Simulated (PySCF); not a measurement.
PySCF input file for C2H10O2Si2, SMILES C[C@H](O)[SiH2]O[SiH3], ωB97X-D3(BJ)/def2-SVP. Geometry optimised at ωB97X-D3(BJ)/def2-SVP. The structure was generated by enumeration; whether it is a known compound was not checked. One conformer was computed; it need not be the lowest.

```python
import numpy as np
from pyscf import gto, scf, dft, df
from pyscf.hessian import thermo

mol = gto.M(
    atom='''
    C    -2.37182492   -1.04973654   -0.09323116
    C    -1.67160890    0.09095743   -0.82997833
    O    -0.96936295   -0.37701867   -1.98207732
    Si   -0.40309687    0.99913989    0.23541625
    O     0.84954162   -0.10656644    0.33416409
    Si    2.38668494   -0.21761244    0.95719360
    H    -3.00967051   -1.61495599   -0.79102331
    H    -2.99836727   -0.67069332    0.73046300
    H    -1.63391057   -1.74767673    0.33757749
    H    -2.42864979    0.80116435   -1.20461236
    H    -0.21415182   -0.88707494   -1.65894891
    H     0.08745212    2.24438347   -0.42114719
    H    -0.89776633    1.32459810    1.60728881
    H     3.24528605    0.87361205    0.41150940
    H     2.94959135   -1.53886724    0.57072259
    H     2.34912762   -0.10451848    2.44419508
    ''',
    basis='def2-SVP',
    charge=0,
    spin=0,
    max_memory=1600,
    verbose=3,
)
mf = dft.RKS(mol, xc='wb97x-d3bj').density_fit(auxbasis='def2-universal-jkfit')
mf.grids.level = 3
mf.conv_tol = 1e-11
mf.max_cycle = 100
mf.kernel()

# [left out here: the lines that compute and print the analytic Hessian (its translational invariance restored by hand, since the grid's response is missing), thermochemistry and intensities]
```

Program output:

```
[...]
      14   H                -0.03 -0.00 -0.02   -0.02 -0.00 -0.01    0.01  0.00  0.00
      15   H                -0.02 -0.00 -0.00   -0.02 -0.00  0.00    0.01 -0.00  0.00
Mode                                27                  28                  29
Irrep
Freq [cm^-1]                     1315.6045           1395.9067           1417.5857
Reduced mass [au]                   1.3663              1.2631              1.2237
Force const [Dyne/A]                1.3934              1.4501              1.4488
Char temp [K]                    1892.8620           2008.3989           2039.5903
Normal mode                   x     y     z       x     y     z       x     y     z
       0   C                 0.07 -0.03  0.03    0.07  0.09 -0.05    0.03  0.04 -0.04
       1   C                -0.12 -0.03  0.01   -0.03 -0.01 -0.02    0.01 -0.04  0.08
       2   O                 0.01 -0.00  0.01    0.01 -0.01  0.02   -0.03  0.02 -0.05
       3  Si                 0.01  0.01  0.00    0.00  0.00  0.00   -0.00 -0.00 -0.00
       4   O                -0.00  0.00 -0.00   -0.00 -0.00 -0.00    0.00 -0.00  0.00
       5  Si                 0.00 -0.00  0.00    0.00 -0.00  0.00   -0.00  0.00 -0.00
       6   H                -0.03  0.25 -0.11   -0.19 -0.18  0.40   -0.03 -0.05  0.09
       7   H                -0.06  0.16 -0.16   -0.23 -0.46 -0.02    0.04 -0.20  0.09
       8   H                -0.02 -0.12  0.03   -0.31 -0.22  0.11   -0.17 -0.06  0.17
       9   H                 0.44  0.42 -0.28   -0.05  0.08  0.19    0.29 -0.10 -0.55
      10   H                 0.09 -0.07 -0.30    0.08 -0.06 -0.25   -0.16  0.14  0.49
      11   H                 0.02  0.00 -0.00    0.01  0.01  0.01    0.01 -0.00  0.02
      12   H                -0.04 -0.02  0.01    0.00 -0.01  0.00    0.00  0.01 -0.01
      13   H                -0.00  0.00 -0.00   -0.00  0.00 -0.00    0.00 -0.01  0.00
      14   H                -0.00 -0.00 -0.00   -0.00 -0.00 -0.00    0.00  0.00  0.00
      15   H                -0.01  0.00  0.00   -0.01  0.00  0.00    0.01 -0.00 -0.00
Mode                                30                  31                  32
Irrep
Freq [cm^-1]                     1469.0670           1485.9925           2240.6104
Reduced mass [au]                   1.0554              1.0490              1.0417
Force const [Dyne/A]                1.3420              1.3648              3.0812
Char temp [K]                    2113.6603           2138.0124           3223.7395
Normal mode                   x     y     z       x     y     z       x     y     z
       0   C                 0.03 -0.02  0.03    0.01 -0.04 -0.03    0.00 -0.00 -0.00
       1   C                 0.03  0.00  0.02    0.00 -0.02 -0.03   -0.00 -0.00  0.00
       2   O                -0.01  0.00 -0.01    0.00  0.00  0.01    0.00  0.00  0.00
       3  Si                -0.00 -0.00 -0.00    0.00 -0.00  0.00   -0.01  0.00  0.03
       4   O                 0.00  0.00  0.00   -0.00  0.00 -0.00   -0.00  0.00 -0.00
       5  Si                -0.00  0.00 -0.00   -0.00  0.00  0.00    0.00 -0.00 -0.01
       6   H                -0.37  0.12  0.28   -0.34  0.48 -0.12    0.00  0.00 -0.00
       7   H                -0.51  0.04 -0.41    0.02 -0.33  0.12    0.00  0.00  0.00
       8   H                 0.34  0.11 -0.34    0.15  0.44  0.49    0.00  0.00  0.00
       9   H                -0.00 -0.10 -0.08   -0.03 -0.00  0.08    0.00  0.01  0.00
      10   H                -0.05  0.03  0.14    0.01  0.00 -0.01   -0.00 -0.00 -0.00
      11   H                -0.00 -0.00  0.01   -0.01  0.00 -0.01    0.02  0.06 -0.02
      12   H                 0.01  0.00 -0.01   -0.00  0.00  0.00    0.32 -0.20 -0.88
      13   H                 0.00 -0.00  0.00    0.00 -0.00  0.00    0.00  0.00 -0.01
      14   H                 0.00  0.00  0.00    0.00  0.00  0.00    0.00 -0.01 -0.01
      15   H                 0.00 -0.00 -0.00    0.00  0.00  0.00   -0.01  0.02  0.21
Mode                                33                  34                  35
Irrep
Freq [cm^-1]                     2253.7970           2257.9643           2264.5357
Reduced mass [au]                   1.0468              1.0390              1.0375
Force const [Dyne/A]                3.1327              3.1211              3.1347
Char temp [K]                    3242.7121           3248.7078           3258.1627
Normal mode                   x     y     z       x     y     z       x     y     z
       0   C                -0.00  0.00 -0.00    0.00 -0.00  0.00   -0.00 -0.00 -0.00
       1   C                 0.00  0.00  0.00    0.00  0.00 -0.00   -0.00  0.00  0.00
       2   O                 0.00 -0.00 -0.00   -0.00 -0.00  0.00    0.00 -0.00 -0.00
       3  Si                -0.00 -0.01  0.00    0.01  0.01 -0.01   -0.01 -0.02  0.01
       4   O                 0.00 -0.00  0.00   -0.00  0.00 -0.00    0.00 -0.00 -0.00
       5  Si                 0.02  0.02 -0.02   -0.00 -0.01 -0.02   -0.01 -0.02 -0.01
       6   H                -0.00 -0.00  0.00    0.00  0.00 -0.00   -0.00 -0.00  0.00
       7   H                 0.00 -0.00 -0.00   -0.00 -0.00 -0.00    0.00  0.00 -0.00
       8   H                -0.00  0.00 -0.00    0.00 -0.00 -0.00    0.00  0.00 -0.00
       9   H                 0.00 -0.00 -0.00   -0.00  0.00  0.00    0.00 -0.01 -0.00
      10   H                 0.00  0.00  0.00    0.00  0.00 -0.00   -0.00  0.00  0.00
      11   H                 0.11  0.28 -0.15   -0.17 -0.43  0.23    0.25  0.63 -0.34
      12   H                -0.04  0.02  0.11   -0.04  0.04  0.12   -0.05  0.02  0.12
      13   H                -0.46 -0.60  0.29    0.12  0.15 -0.09    0.29  0.36 -0.19
      14   H                 0.01  0.01 -0.01   -0.01  0.04  0.00   -0.04  0.09  0.03
      15   H                -0.01  0.04  0.41   -0.02  0.05  0.79   -0.01  0.02  0.34
Mode                                36                  37                  38
Irrep
Freq [cm^-1]                     2282.8108           3055.6885           3095.2814
Reduced mass [au]                   1.0374              1.0369              1.0861
Force const [Dyne/A]                3.1851              5.7043              6.1310
Char temp [K]                    3284.4565           4396.4554           4453.4207
Normal mode                   x     y     z       x     y     z       x     y     z
       0   C                -0.00 -0.00 -0.00   -0.02 -0.04  0.03    0.01 -0.01  0.00
       1   C                -0.00  0.00  0.00    0.00  0.00 -0.00   -0.05  0.05 -0.03
       2   O                -0.00 -0.00 -0.00    0.00  0.00  0.00    0.00 -0.00  0.00
       3  Si                 0.00 -0.00  0.00    0.00 -0.00  0.00    0.00  0.00  0.00
       4   O                -0.00  0.00 -0.00   -0.00  0.00 -0.00    0.00 -0.00  0.00
       5  Si                -0.01  0.03  0.01    0.00 -0.00  0.00    0.00 -0.00  0.00
       6   H                -0.00 -0.00  0.00    0.30  0.26  0.34   -0.03 -0.03 -0.03
       7   H                 0.00 -0.00 -0.00    0.31 -0.19 -0.40   -0.03  0.02  0.04
       8   H                 0.00  0.00  0.00   -0.43  0.39 -0.24   -0.08  0.07 -0.04
       9   H                -0.00 -0.00 -0.00   -0.01  0.01 -0.01    0.65 -0.60  0.33
      10   H                 0.00  0.00  0.00   -0.00  0.00 -0.00   -0.01  0.01 -0.01
      11   H                 0.02  0.05 -0.03   -0.00 -0.00 -0.00   -0.00 -0.00  0.00
      12   H                -0.01  0.01  0.03    0.00 -0.00 -0.00   -0.00 -0.00 -0.00
      13   H                 0.04  0.06 -0.02   -0.00  0.00 -0.00   -0.00 -0.00 -0.00
      14   H                 0.37 -0.87 -0.25   -0.00  0.00 -0.00   -0.00 -0.00 -0.00
      15   H                -0.00  0.02  0.07   -0.00  0.00 -0.00   -0.00 -0.00 -0.00
Mode                                39                  40                  41
Irrep
Freq [cm^-1]                     3148.3837           3161.9794           3840.9942
Reduced mass [au]                   1.1040              1.1056              1.0665
Force const [Dyne/A]                6.4474              6.5130              9.2703
Char temp [K]                    4529.8231           4549.3843           5526.3355
Normal mode                   x     y     z       x     y     z       x     y     z
       0   C                 0.08 -0.04  0.01   -0.01 -0.04 -0.08    0.00 -0.00  0.00
       1   C                 0.01 -0.01  0.00   -0.00 -0.00 -0.00   -0.00  0.00 -0.00
       2   O                -0.00  0.00 -0.00   -0.00  0.00  0.00   -0.05  0.03 -0.02
       3  Si                 0.00 -0.00 -0.00    0.00  0.00 -0.00    0.00 -0.00  0.00
       4   O                 0.00  0.00 -0.00   -0.00  0.00  0.00   -0.00  0.00  0.00
       5  Si                -0.00 -0.00 -0.00    0.00 -0.00 -0.00   -0.00 -0.00 -0.00
       6   H                -0.20 -0.19 -0.23    0.42  0.36  0.46   -0.00  0.00  0.00
       7   H                -0.27  0.17  0.37   -0.35  0.21  0.46    0.00  0.00 -0.00
       8   H                -0.48  0.45 -0.28    0.04 -0.05  0.01   -0.00  0.00 -0.00
       9   H                -0.09  0.09 -0.05    0.01 -0.00  0.00    0.01 -0.01  0.00
      10   H                -0.00 -0.00  0.00    0.00 -0.00  0.00    0.76 -0.51  0.31
      11   H                -0.00  0.00  0.00   -0.00  0.00  0.00   -0.00  0.00 -0.00
      12   H                -0.00  0.00  0.00   -0.00 -0.00  0.00   -0.00  0.00 -0.00
      13   H                 0.00  0.00  0.00   -0.00 -0.00  0.00    0.00  0.00  0.00
      14   H                 0.00  0.00  0.00   -0.00  0.00  0.00    0.00  0.00  0.00
      15   H                 0.00  0.00  0.00   -0.00  0.00  0.00    0.00  0.00  0.00
temperature 298.1500 [K]
pressure 101325.00 [Pa]
Rotational constants [GHz] 4.17158 1.11241 1.07541
Symmetry number 1
Zero-point energy (ZPE) 0.11914 [Eh]   312797.560 [J/mol]
                           tot       elec      trans        rot        vib
Entropy [J/mol/K]       414.566      0.000    168.688    119.479    126.399
Cv [J/mol/K]            138.615      0.000     12.472     12.472    113.672
Cp [J/mol/K]            146.930      0.000     20.786     12.472    113.672
Internal energy [J/mol]                      3718.434   3718.434 330899.682
Internal energy [Eh]   -811.36920  -811.49807
Enthalpy [J/mol]                             6197.391   3718.434 330899.682
Enthalpy [Eh]          -811.36826
Gibbs free energy [J/mol]                  -44096.833 -31904.323 293213.825
Gibbs free energy [Eh] -811.41534
mode   freq/cm-1   IR/(km/mol)
   1       31.45         0.756
   2       48.14         0.118
   3       77.07         0.089
   4       92.30         2.920
   5      152.21         3.690
   6      217.48         3.097
   7      255.38         0.767
   8      365.39         5.674
   9      434.70       140.059
  10      473.15        17.619
  11      606.10         5.246
  12      631.78        35.798
  13      673.76         1.172
  14      715.44         6.418
  15      755.35        59.514
  16      762.55        88.626
  17      895.49       348.335
  18      932.79       145.934
  19      966.26        84.585
  20      970.03        32.408
  21      978.00       258.474
  22      994.08       180.532
  23     1023.59       129.979
  24     1080.72       265.092
  25     1110.92        42.261
  26     1129.15       101.004
  27     1236.17         7.143
  28     1315.60         6.417
  29     1395.91         5.831
  30     1417.59        48.440
  31     1469.07         8.888
  32     1485.99         2.408
  33     2240.61        91.361
  34     2253.80        83.440
  35     2257.96       152.308
  36     2264.54       202.473
  37     2282.81       103.516
  38     3055.69        16.513
  39     3095.28        14.440
  40     3148.38        22.469
  41     3161.98        14.391
  42     3840.99        46.291
max |gradient| / (hartree/bohr): 2.661273373300065e-05
APT charges: [-1.4800e-02  1.8390e-01 -6.4810e-01  1.5152e+00 -1.3253e+00  1.5491e+00
 -1.5300e-02 -1.2000e-03 -3.6000e-03 -3.2000e-02  2.8550e-01 -3.0300e-01
 -3.1250e-01 -2.9570e-01 -2.8530e-01 -2.9710e-01]
```

Self-consistency was reached.
